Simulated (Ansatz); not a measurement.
Pt(OH)3 (H3O3Pt), SMILES [OH][Pt]([OH])[OH] (connectivity only; charge and spin as stated), neutral, multiplicity 4.

Coordinates come from a B3LYP-D3(BJ)/def2-SVP optimisation. The multiplicity is an assumed one; other spin states were not compared. The def2 effective core potentials stand for the cores of Pt; spin–orbit coupling is left out. One conformer was computed; it need not be the lowest.

Two levels are set side by side: PBE/def2-SVPD (Ansatz, a quantum-chemistry and plane-wave program) and CAM-B3LYP/def2-SVPD (Ansatz). Energy differences of separate SCF runs at the same geometry; the states with an electron removed or added have multiplicity 3 and 3. Differences are taken from unrounded values.

| quantity | CAM-B3LYP | PBE | PBE minus CAM-B3LYP |
|---|---|---|---|
| vertical ionisation energy (eV) | 9.50 | 8.81 | -0.69 |
| vertical electron affinity (eV) | 2.81 | 2.19 | -0.63 |
